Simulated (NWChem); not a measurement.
CH6O2Si; SMILES [SiH2](CO)O

```xyz
10

O     -0.6133    -1.5661     0.2147
C      0.6051    -1.0530    -0.2985
Si     0.5319     0.7955     0.1294
O     -1.0493     1.2339    -0.1566
H     -0.6897    -2.4974    -0.0159
H      0.6775    -1.1788    -1.3973
H      1.4932    -1.5456     0.1439
H      1.4350     1.5990    -0.7428
H      0.9289     0.9985     1.5571
H     -1.6204     0.4632    -0.0303
```
Atoms are numbered in this order, from 1.

Computed with NWChem. Coordinates come from a PBE0/def2-SVP optimisation. Total energies compare along this basis series because the functional is fixed.

```tsv
level	basis functions	energy (Ha)	highest occupied level (eV)	orbital gap (eV)	dipole (D)	relative time
PBE0/def2-SVP	90	-481.1060	-8.04	8.85	3.08	1
PBE0/def2-SVPD	138	-481.1317	-8.29	8.22	3.03	3
PBE0/def2-TZVP	166	-481.4434	-8.22	8.41	3.02	5
PBE0/def2-TZVPP	219	-481.4474	-8.22	8.40	2.97	6
```

Times are rough ratios from one shared machine.
